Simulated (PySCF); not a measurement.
## Continuum solvent and chemical shifts

Numbering as in the mapped SMILES `[CH2:1]=[CH:2][B:3]([CH3:4])[CH2:5][B:6]([Cl:7])[Cl:8]` (H(Xn): hydrogen on atom n). Ha(C1) is cis to B3; Hb(C1) is trans to B3.

GIAO PBE0/pcSseg-1 in PySCF 2.14 on one PBE0-D3(BJ)/def2-SVP conformer, non-relativistic, equivalent nuclei averaged. Solvents enter as an IEF-PCM continuum (chloroform with ε = 4.7, water with ε = 78.4) around the gas-phase geometry. Shifts are referred to TMS, BF3·OEt2 computed in the same medium.

In chloroform, δ in ppm: C1 154.8, C2 150.8, C5 50.6, C4 9.8, B3 73.1, B6 62.8, H(C2) 7.13, Ha(C1) 6.98, Hb(C1) 6.84, H(C5) 2.76, H(C4) 1.07. Dipole moment 2.52 D.

(1) How does each δ change in the more polar medium?

(2) Which nuclei move most (in ppm), and what does the model miss?

Results:

(1) 
```
 atoms                              environment  Δδ, water
    C1                     terminal =CH2 carbon       +1.1
    C2                                alkene CH       +0.2
    C5                    sp3 CH2 bonded to 2 B       +0.6
    C4                methyl carbon bonded to B       +0.2
    B3                      boron bonded to 3 C       +0.3
    B6                  boron bonded to C, 2 Cl       +0.3
 H(C2)                 hydrogen on an alkene CH      +0.01
Ha(C1)       hydrogen on a terminal =CH2 carbon      +0.07
Hb(C1)       hydrogen on a terminal =CH2 carbon      +0.06
 H(C5)     hydrogen on an sp3 CH2 bonded to 2 B      +0.07
 H(C4)  hydrogen on a methyl carbon bonded to B      +0.01
```

Changes are relative to chloroform. The dipole moment becomes 2.68 D in water.

(2) C1 (terminal =CH2 carbon, +1.1 ppm) in water. A continuum only polarises the solute; specific hydrogen bonds, the anisotropy of aromatic solvents and changes of geometry or conformer are outside it.
